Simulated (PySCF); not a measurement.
**From computed data to an observable: oscillator strength and radiative lifetime**

In(Cl)2(Me) (CH3Cl2In), SMILES [CH3][In]([Cl])[Cl].

Geometry: B3LYP-D3(BJ)/def2-SVP. The structure was generated by enumeration; whether it is a known compound was not checked. The def2 effective core potentials stand for the cores of In; spin–orbit coupling is left out.

TDDFT-ωB97X/def2-SVPD (PySCF 2.14.0) puts the first singlet state with f over 0.02 at 6.06 eV (vertical), with the transition dipole (-0.337, -0.065, 0.333) in atomic units.

Task: Find the oscillator strength, the wavelength and the radiative lifetime that this transition would have in vacuum if emission retraced absorption.

Result: 
|μ|² = 0.2287 au, so |μ| = 1.22 D. ΔE = 6.06/27.211 = 0.2227 hartree. f = (2/3) ΔE |μ|² = 0.034 (the program prints 0.034).
λ = 1239.84/6.06 = 205 nm; ν = 48877 cm⁻¹.
Einstein's coefficient A = 0.6670 ν² f s⁻¹ (ν in cm⁻¹) = 5.4e7 s⁻¹, so τ = 1/A = 18 ns. This state is S2; the lower singlet has f = 0.003. The figure is the radiative limit of this one transition; relaxation, internal conversion, crossing to triplets and a medium change what is measured.
